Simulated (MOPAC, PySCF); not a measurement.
H4GeO4, SMILES `[OH][Ge]([OH])([OH])[OH]`, neutral singlet in the gas phase. 

Cartesian coordinates (Å):
SMILES: [OH][Ge]([OH])([OH])[OH]
```xyz
9

O     -1.0674    -1.0872    -0.8790
Ge     0.0001     0.0000     0.0000
O     -0.1379     1.5610    -0.7991
O      1.7144    -0.3939    -0.0040
O     -0.5091    -0.0801     1.6818
H     -1.1486    -0.8265    -1.8039
H      0.6588     2.0899    -0.6744
H      1.9398    -0.9841     0.7247
H     -1.4500    -0.2791     1.7539
```
Charge 0, spin multiplicity 1.

All levels are single points at this geometry (r2SCAN-D4/def2-TZVP); Pople sets use spherical d functions. Orbital energies aren't observables, and empty levels follow the basis.

```json
[
 {"level": "r2SCAN-D4/def2-TZVP in PySCF", "HOMO (eV)": "-7.85", "LUMO (eV)": "-0.79", "gap (eV)": "7.06", "dipole (D)": "0.00", "vertical IE, Delta-SCF (eV)": "–"},
 {"level": "B3LYP/3-21G in PySCF", "HOMO (eV)": "-7.95", "LUMO (eV)": "0.08", "gap (eV)": "8.03", "dipole (D)": "0.00", "vertical IE, Delta-SCF (eV)": "–"},
 {"level": "B3LYP/6-311+G** (LANL2DZ on Ge) in PySCF", "HOMO (eV)": "-9.18", "LUMO (eV)": "-0.91", "gap (eV)": "8.27", "dipole (D)": "0.00", "vertical IE, Delta-SCF (eV)": "–"},
 {"level": "B3LYP/6-31G* in PySCF", "HOMO (eV)": "-8.55", "LUMO (eV)": "-0.31", "gap (eV)": "8.24", "dipole (D)": "0.00", "vertical IE, Delta-SCF (eV)": "11.04"},
 {"level": "B3LYP/LANL2DZ in PySCF", "HOMO (eV)": "-9.03", "LUMO (eV)": "-0.64", "gap (eV)": "8.39", "dipole (D)": "0.00", "vertical IE, Delta-SCF (eV)": "–"},
 {"level": "BP86/6-31G* in PySCF", "HOMO (eV)": "-7.13", "LUMO (eV)": "-0.98", "gap (eV)": "6.14", "dipole (D)": "0.00", "vertical IE, Delta-SCF (eV)": "–"},
 {"level": "M06-2X/6-31G* in PySCF", "HOMO (eV)": "-10.70", "LUMO (eV)": "1.07", "gap (eV)": "11.77", "dipole (D)": "0.00", "vertical IE, Delta-SCF (eV)": "–"},
 {"level": "PBE/6-31G* in PySCF", "HOMO (eV)": "-7.01", "LUMO (eV)": "-0.96", "gap (eV)": "6.05", "dipole (D)": "0.00", "vertical IE, Delta-SCF (eV)": "–"},
 {"level": "SVWN5/6-31G* in PySCF", "HOMO (eV)": "-7.16", "LUMO (eV)": "-1.17", "gap (eV)": "5.99", "dipole (D)": "0.00", "vertical IE, Delta-SCF (eV)": "–"},
 {"level": "HF/3-21G in PySCF", "HOMO (eV)": "-13.25", "LUMO (eV)": "4.35", "gap (eV)": "17.60", "dipole (D)": "0.00", "vertical IE, Delta-SCF (eV)": "–"},
 {"level": "AM1 in MOPAC", "HOMO (eV)": "-12.46", "LUMO (eV)": "-0.64", "gap (eV)": "11.82", "dipole (D)": "0.00", "vertical IE, Delta-SCF (eV)": "–"},
 {"level": "PM3 in MOPAC", "HOMO (eV)": "-11.28", "LUMO (eV)": "0.50", "gap (eV)": "11.78", "dipole (D)": "0.00", "vertical IE, Delta-SCF (eV)": "–"},
 {"level": "PM7 in MOPAC", "HOMO (eV)": "-11.15", "LUMO (eV)": "-0.82", "gap (eV)": "10.33", "dipole (D)": "0.00", "vertical IE, Delta-SCF (eV)": "–"}
]
```
